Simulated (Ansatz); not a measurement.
`CBOCC` + `CNB(F)S` → `CN(C)B(F)S` + `BOCC`  (substitution at a C–B bond)

Computed with Ansatz on PBE0-D4/def2-TZVP structures; ΔE is electronic, products minus reactants. CCSD(T)/CBS is the MP2 limit (def2-TZVPP, def2-QZVPP) plus CCSD(T) − MP2 in def2-TZVPP, frozen cores. DFT in def2-TZVPP. B3LYP here is the variant with VWN-RPA as its local correlation; programs differ in this. Each species was taken in one conformer, which may not be the lowest.

`CBOCC`:

Z-matrix (Å, degrees):
```
C
B 1 1.561
H 1 1.091 2 113.4
H 1 1.096 2 110.2 3 -122.1
H 1 1.096 2 110.2 3 122.1
O 2 1.347 1 119.7 3 -0.2
H 2 1.208 1 121.9 3 179.8
C 6 1.418 2 122.3 1 179.2
C 8 1.509 6 110.3 2 -113.6
H 8 1.096 6 109.7 2 8.9
H 8 1.094 6 107.2 2 126.1
H 9 1.092 8 110.6 6 -56.8
H 9 1.092 8 110.8 6 63.4
H 9 1.093 8 110.2 6 -176.7
```

`CNB(F)S`:

Cartesian coordinates in Å:
```
C 1.210 0.936 -0.328
N 0.062 0.095 -0.576
B -0.696 -0.555 0.395
F -0.376 -0.422 1.689
S -2.128 -1.592 -0.071
H 1.049 1.954 -0.694
H 1.392 0.988 0.745
H 2.110 0.537 -0.805
H -0.188 -0.013 -1.545
H -2.435 -1.928 1.190
```

`CN(C)B(F)S`:

Cartesian coordinates in Å:
```
C 0.782 0.302 1.185
N 0.083 0.130 -0.063
C 0.445 1.094 -1.077
B -0.863 -0.869 -0.293
F -1.464 -0.952 -1.490
S -1.323 -2.086 0.994
H 1.865 0.217 1.041
H 0.477 -0.454 1.908
H 0.575 1.288 1.616
H -0.116 0.909 -1.991
H 1.515 1.033 -1.306
H 0.232 2.114 -0.737
H -2.206 -2.726 0.212
```

`BOCC`:

```xyz
11

B     0.999   -1.365   -1.007
O     0.271   -1.025    0.064
C    -0.689    0.023    0.028
C    -0.270    1.144    0.947
H     1.788   -2.254   -0.869
H     0.847   -0.785   -2.052
H    -0.805    0.378   -1.002
H    -1.641   -0.405    0.353
H    -0.129    0.775    1.964
H     0.667    1.593    0.610
H    -1.037    1.922    0.964
```

```tsv
level	ΔE (kcal/mol)	difference from CCSD(T)/CBS
r2SCAN-D4	18.7	1.4
PBE0-D4	18.2	0.9
B3LYP-D4	17.3	0.0
ωB97X-V	17.2	-0.1
ωB97M-V	18.0	0.7
B2PLYP	17.9	0.6
PBE	18.7	1.4
r2SCAN	18.9	1.6
B3LYP	18.7	1.4
HF/def2-TZVPP	18.6	1.3
MP2/def2-TZVPP	16.8	-0.5
SCS-MP2/def2-TZVPP	16.4	-0.9
CCSD/def2-TZVPP	17.4	0.1
HF/def2-QZVPP	18.6	1.3
SCS-MP2/def2-QZVPP	16.7	-0.6
HF/CBS(def2)	18.5	1.2
CCSD(T)/CBS	17.3	0
```

Largest T1 diagnostic among the species: 0.013.

In def2-TZVPP, CCSD(T) changes the Hartree–Fock value by −1.7 kcal/mol (the triples alone add −0.5 kcal/mol) and MP2 by −1.8 kcal/mol. The D4 term adds −1.4 kcal/mol with B3LYP and −0.8 kcal/mol with PBE0; it sums over pairs of atoms, weighted by their polarisabilities, and B3LYP, whose exchange is more repulsive, gets the larger term.
